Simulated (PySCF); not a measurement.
# Kr: ionisation energy

Kr [Kr] (1S) → Kr⁺ [Ar] 3d10 4s2 4p5 (2P), as a difference of total energies. All numbers are calculated (PySCF 2.14, scalar relativity by spin-free X2C-1e, in x2c-QZVPPall with one added diffuse shell each of s, p, d, f type (12s9p6d5f1g, 113 functions)). Correlated levels: valence: [Ar] 3d10 frozen; valence and next inner shell: [Ne] frozen. The calculations carry no spin-orbit coupling.

```
                                method  ionisation energy (eV)  plus first-order spin-orbit estimate  error of that sum (eV)
                                   UHF                  13.033                                12.817                  -1.183
                                   LDA                  14.323                                14.108                  +0.108
                                   PBE                  14.020                                13.804                  -0.196
                                  PBE0                  14.062                                13.846                  -0.154
                                r2SCAN                  14.135                                13.920                  -0.080
                                  MN15                  13.922                                13.706                  -0.294
                             CAM-B3LYP                  14.135                                13.919                  -0.081
                                 M06-L                  13.750                                13.534                  -0.466
                         MP2 (valence)                  14.113                                13.897                  -0.103
                     SCS-MP2 (valence)                  14.042                                13.826                  -0.174
    MP2 (valence and next inner shell)                  14.204                                13.989                  -0.011
SCS-MP2 (valence and next inner shell)                  14.105                                13.889                  -0.111
```

Reference: 14.000 eV (measured; NIST Atomic Spectra Database, ionization energies).

A first-order spin-orbit estimate (lowest level to lowest level, LS coupling) adds -0.216 eV.

Errors of the correlated levels include the incompleteness of this basis and the frozen core.
